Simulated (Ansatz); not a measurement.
Abridged output of a molecular run in Ansatz:

```
Functional definition: HF
2642 factors; integrals over basis functions are off by at most 1.2e-3 eV
mean field evaluation 1: about -70173.1818 eV, gradient 5.0e1 eV
mean field evaluation 2: about -70173.5368 eV, gradient 5.0e1 eV
mean field evaluation 4: about -70180.1614 eV, gradient 7.0e0 eV
mean field evaluation 8: about -70180.3032 eV, gradient 3.5e-1 eV
mean field -70180.30359264 eV, -2579.0785871113 hartree, gradient 2.7e-6 eV, S^2 0.000000; 0 other end points of the search recorded, 0 dependent functions left out
19 core orbitals not correlated: weight in the atoms' cores, before any rotation towards them, 1.000 or more for the frozen orbitals, at most 0.000 for the correlated occupied ones
reference -70180.30359264 eV, -2579.0785871113 hartree; 27, 27 occupied and 409, 409 virtual orbitals, 2642 factors
second order -35.80771206 eV of doubles, -0.00000000 eV of singles
cycle   1  -36.72878786 eV  change   -9.2e-1 eV  update   1.3e-1
cycle   2  -37.74311543 eV  change    -1.0e0 eV  update   3.7e-2
cycle   3  -37.90312732 eV  change   -1.6e-1 eV  update   1.7e-2
cycle   4  -37.89121653 eV  change    1.2e-2 eV  update   3.9e-3
cycle   5  -37.89038002 eV  change    8.4e-4 eV  update   1.7e-3
cycle   6  -37.89039385 eV  change   -1.4e-5 eV  update   4.6e-4
cycle   7  -37.89018282 eV  change    2.1e-4 eV  update   2.0e-4
cycle   8  -37.89018603 eV  change   -3.2e-6 eV  update   6.7e-5
perturbative correction -1.47908885 eV, -0.0543555126 hartree
Total energy: -70219.67286752 eV, -2580.5253812775 hartree
```

Its atoms:

Z-matrix (Å, degrees):
```
C
Si 1 1.869
H 1 1.093 2 110.6
H 1 1.094 2 110.1 3 -119.4
H 1 1.092 2 111.8 3 120.5
N 2 1.728 1 114.8 3 -56.5
H 2 1.493 1 108.4 3 179.5
H 2 1.490 1 108.3 3 62.4
C 6 1.469 2 122.9 1 -87.8
Ge 6 1.841 2 120.5 1 102.4
C 9 1.520 6 111.6 2 44.5
C 9 1.524 6 111.9 2 -80.8
H 9 1.099 6 107.4 2 161.3
H 10 1.535 6 108.3 2 -24.7
H 10 1.541 6 107.1 2 -144.7
H 10 1.545 6 112.1 2 96.4
H 11 1.092 9 110.5 6 176.9
H 11 1.092 9 110.9 6 56.5
H 11 1.095 9 111.0 6 -64.2
H 12 1.093 9 110.4 6 63.7
H 12 1.092 9 110.9 6 -55.9
H 12 1.093 9 111.1 6 -176.2
```

(1) Which basis set was used?
A. def2-TZVPP
B. def2-SVP
C. cc-pV(D+d)Z
D. def2-TZVPPD

(2) Write the keys of the input that set method, charge and spin (a neutral closed shell needs none for the last two).

Results:

(1) A. It gives 455 functions.

(2) 
```yaml
correlation: {method: ccsd_t}
```
